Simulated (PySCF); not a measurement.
KCl, SMILES [Cl][K]. Coordinates come from a PBE-D3(BJ)/def2-TZVPD optimisation.

All values below come from PySCF with PBE-D3(BJ)/def2-TZVPD.

Harmonic wavenumbers (cm⁻¹): 265. Rotational constants (GHz): 3.726 (linear); symmetry number 1.

Problem. Work out the zero-point energy and the ideal-gas rigid-rotor harmonic-oscillator thermochemistry at 298.15 K and 1 atm.

Solution. ZPE = ½ Σ hcν = ½ × 265 cm⁻¹ = 0.38 kcal/mol. H − E(el) = 2.74 kcal/mol. Entropy in cal/(mol K): translation 38.84, rotation 16.73, vibration 1.63, total 57.20. G − E(el) = -14.31 kcal/mol. Cp = 8.69 cal/(mol K).
